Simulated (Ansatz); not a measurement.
A nudged elastic band was laid between two geometries of C₂H₂NSi (6 atoms, charge 0, multiplicity 2).

These are results of UKS PBE0-D4/def2-SVP in Ansatz, not measurements.

```yaml
movable_images: 5
climbing_image: yes
spring: 5.0 eV/Å²
optimiser: quadratic models (default)
start_path: through a guess of the saddle point
force_threshold: 0.05 eV/Å
iteration_limit: 60
end_points: relaxed
```

Image 0:

```xyz
6
Properties=species:S:1:pos:R:3
N 1.614 -1.081 1.106
C 1.081 -0.531 0.097
C -0.180 0.095 -0.041
Si -1.688 0.688 0.369
H 1.681 -0.522 -0.845
H -2.508 1.351 -0.686
```

Image 6:

```xyz
6
Properties=species:S:1:pos:R:3
N 1.556 -1.097 1.182
C 1.071 -0.540 0.151
C -0.198 0.081 0.038
Si -1.451 0.905 -0.701
H 1.698 -0.534 -0.771
H -2.676 1.186 0.101
```

(1) What changes between the two ends?

(2) Give the energies along the band, and the barrier.

(3) What is the geometry of the highest image?

(4) What are the harmonic wavenumbers there?

The band took 15 iterations and roughly 5 core-minutes.

Answers

(1) No bond is made or broken.

(2) The forces met the threshold. The highest image is number 3 of 0 to 6, 0.5 kcal/mol above the first end and 0.6 kcal/mol above the last; the last end lies 0.1 kcal/mol below the first. A vibrational analysis at the climbing image gives one clearly imaginary mode, 116i cm⁻¹: a first-order saddle point.

```tsv
image	path coordinate (Å)	energy (kcal/mol)
0	0.00	0.0
1	0.33	0.1
2	0.66	0.3
3	0.99	0.5
4	1.31	0.2
5	1.63	0.0
6	1.95	-0.1
```

(3) 
```xyz
6
Properties=species:S:1:pos:R:3:forces:R:3
N 1.533 -1.023 1.186 -0.01 0.00 0.00
C 1.075 -0.568 0.085 0.02 0.00 -0.01
C -0.177 0.082 -0.035 -0.01 -0.01 0.01
Si -1.337 1.269 -0.094 0.00 0.01 0.00
H 1.687 -0.737 -0.828 0.00 0.00 0.00
H -2.781 0.976 -0.314 0.00 0.00 0.00
```

(4) 116i, 207, 241, 468, 515, 756, 855, 1204, 1443, 1531, 2234, 2995 cm⁻¹.

Time of the run: 5.3 min on 1 thread of Arm Neoverse V1, with other jobs on the host, peak memory 0.17 GiB.
